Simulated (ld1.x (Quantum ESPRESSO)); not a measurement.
## Transferability test, PAW potential for cobalt (Co)

Co (Z = 27), PAW, made with ld1.x (Quantum ESPRESSO) 7.5 (PBE, scalar-relativistic). Core [Ar], reference 3d7 4s0 4p0 (charge +2). Waves: 4s (bound, empty): rcut 1.80, rcutus 2.05 bohr; 4s channel at -1.1 Ry: rcut 1.80, rcutus 2.05 bohr; 4p (bound, empty): rcut 1.65, rcutus 2.20 bohr; 4p channel at 0.15 Ry: rcut 1.65, rcutus 2.20 bohr; 3d (bound): rcut 1.60, rcutus 1.80 bohr; 3d channel at 1.05 Ry: rcut 1.60, rcutus 1.80 bohr. Local part: all-electron potential smoothed inside 2.00 bohr (lloc = -1). Core correction: Bessel-smoothed model core, default radius (core density twice the valence density). Augmentation charge: BESSEL, radius 1.75 bohr.

Energies are relative to the spin-unpolarised reference configuration 3d7 4s0 4p0; without spin polarisation the order of configurations can differ from experiment.

| valence configuration | charge | ΔE all-electron (eV) | error AE − PS (meV) |
| --- | --- | --- | --- |
| 3d7 4s2 4p0 | 0 | -25.816 | -15 |
| 3d7 4s1 4p0 | +1 | -16.786 | -4.5 |
| 3d7 4s1.5 4p0 | +0.5 | -22.213 | -9.4 |
| 3d5 4s0 4p0 | +4 | 91.222 | -1558 |
| 3d7.5 4s1.5 4p0 | 0 | -26.776 | -24 |

Q: What are ΔE and the potential's error for 3d6 4s0 4p0?

A: ΔE = 35.870 eV all-electron; the error (AE − PS) is -267 meV.

Q: What are ΔE and the potential's error for 3d6 4s2 4p0?

A: ΔE = -10.634 eV all-electron; the error (AE − PS) is -204 meV.
